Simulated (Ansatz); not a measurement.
Input for Ansatz (development build ahead of 0.2.0):

```yaml
crystal:
  periodic: [false, false, false]
  atoms:
    - { symbol: Be, position_ang: [0.0, 0.0, -0.74142] }
    - { symbol: O, position_ang: [0.0, 0.0, 0.74142] }
basis:
  gaussian: { orbitals: def2-SVP }
total_charge: -1
magnetization:
  initial_magnetization: 1
hamiltonian:
  xc: hf
correlation:
  method: mp2
  frozen_orbitals: { Be: 0, O: 1 }
```

The input is written out in the form of the current development build from the run's settings. Correlation on restricted open-shell orbitals is semicanonical, with singles.

Results

```yaml
Converged: yes
Reference_energy: -89.37837 hartree
Correlation_energy: -0.24101 hartree
Total_energy: -89.61938 hartree
Spin_squared_of_the_determinant: 0.750
Stability_test: minimum among restricted orbitals
Occupied_orbitals_by_symmetry_in_an_Abelian_subgroup_alpha;_beta: 5 A1 1 B1 1 B2; 4 A1 1 B1 1 B2
```

Messages of the program:
```
mean field -2432.10926208 eV, -89.3783668385 hartree, gradient 3.1e-6 eV, S^2 0.750000; 4 other ends of a descent, 0 dependent functions left out
```

Caution: no diffuse functions for an anion.
